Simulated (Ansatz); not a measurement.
Geometry optimisation, RKS PBE0/6-31G* (Ansatz).

Input file:

```yaml
crystal:
  periodic: [false, false, false]
  atoms:
    - { symbol: Al, position_ang: [0.116907, 0.317642, -0.117102] }
    - { symbol: H, position_ang: [0.084247, 0.142795, 1.440331] }
    - { symbol: F, position_ang: [1.48024, 0.822148, -0.885881] }
    - { symbol: F, position_ang: [-1.271732, 0.13319, -0.979163] }
    - { symbol: O, position_ang: [0.092702, -2.451754, 0.923417] }
    - { symbol: H, position_ang: [-0.810338, -2.766349, 0.76105] }
    - { symbol: H, position_ang: [-0.020726, -1.722772, 1.581348] }
basis:
  gaussian: { orbitals: "6-31G*" }
hamiltonian:
  xc: pbe0
relax:
  f_tol: 0.03
  max_steps: 50
output:
  orbitals: {}
```

Command:

```bash
$ ansatz run input.yaml --threads 1 --pin off --max-ram 2048MiB --backend cpu --events-out ev --progress --plain --runs-dir out
```

Problem. Where does it end, and by what steps?

Solution. The forces met the threshold. After 12 steps the energy has fallen by 0.966 eV; H6 moved furthest, 0.75 Å. Joined: Al1–O5 (2.96 → 2.00 Å).

| step | energy less start (eV) | largest force component (eV/Å) | accepted |
| --- | --- | --- | --- |
| 0 | 0.0000 | 1.069 | yes |
| 1 | -0.1407 | 1.725 | yes |
| 2 | -0.3399 | 2.483 | yes |
| 3 | -0.6969 | 1.916 | yes |
| 4 | -0.8627 | 0.885 | yes |
| 5 | -0.9216 | 0.217 | yes |
| 6 | -0.9453 | 0.270 | yes |
| 7 | -0.9567 | 0.259 | yes |
| 8 | -0.9634 | 0.096 | yes |
| 9 | -0.9651 | 0.058 | yes |
| 10 | -0.9657 | 0.048 | yes |
| 11 | -0.9657 | 0.070 | yes |
| 12 | -0.9658 | 0.008 | yes |

```xyz
7
Properties=species:S:1:pos:R:3
Al 0.079 0.012 0.135
H -0.017 0.728 1.547
F 1.436 0.236 -0.789
F -1.333 -0.296 -0.712
O 0.138 -1.910 0.674
H -0.663 -2.254 0.241
H 0.031 -2.042 1.629
```

Whether the end is a true minimum wasn't checked by a vibrational analysis.

Time of the run: 33 s on 1 thread of Arm Neoverse V1, with other jobs on the host, peak memory 0.13 GiB.
